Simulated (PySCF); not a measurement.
C₃H₇Ga, SMILES C=C[CH2][GaH2].

Geometry optimised at B3LYP-D3(BJ)/def2-SVP. The structure was generated by enumeration; whether it is a known compound was not checked. One conformer was computed; it need not be the lowest.

The numbers are results of TDDFT-PBE/def2-SVPD run with PySCF, not measurements.

Vertical excitations. The molecule is in vacuum.

Computed lowest excited states:
```tsv
state	energy (eV)	λ (nm)	f	main pairs
S1	4.41	281	0.101	HOMO→LUMO 86 %
S2	5.33	233	0.001	HOMO−1→LUMO 94 %
S3	5.37	231	0.054	HOMO→LUMO+1 66 %, HOMO−2→LUMO 17 %
S4	5.82	213	0.006	HOMO→LUMO+2 92 %
S5	6.11	203	0.059	HOMO→LUMO+3 56 %, HOMO−2→LUMO 34 %
S6	6.34	195	0.027	HOMO−1→LUMO+1 78 %, HOMO→LUMO+3 13 %
S7	6.40	194	0.140	HOMO−2→LUMO 33 %, HOMO→LUMO+3 19 %, HOMO−1→LUMO+1 14 %, HOMO→LUMO+1 10 %
S8	6.58	188	0.077	HOMO→LUMO+4 97 %
S9	6.73	184	0.005	HOMO→LUMO+5 97 %
S10	6.98	178	0.010	HOMO→LUMO+6 89 %
T1	3.42	363	0	HOMO→LUMO 95 %
T2	4.49	276	0	HOMO→LUMO+1 91 %
T3	4.92	252	0	HOMO−1→LUMO 99 %
T4	5.56	223	0	HOMO−2→LUMO 77 %, HOMO→LUMO+3 12 %
```
Triplets are in the Tamm–Dancoff approximation, which puts them higher than full response would, so one can lie above its singlet here.
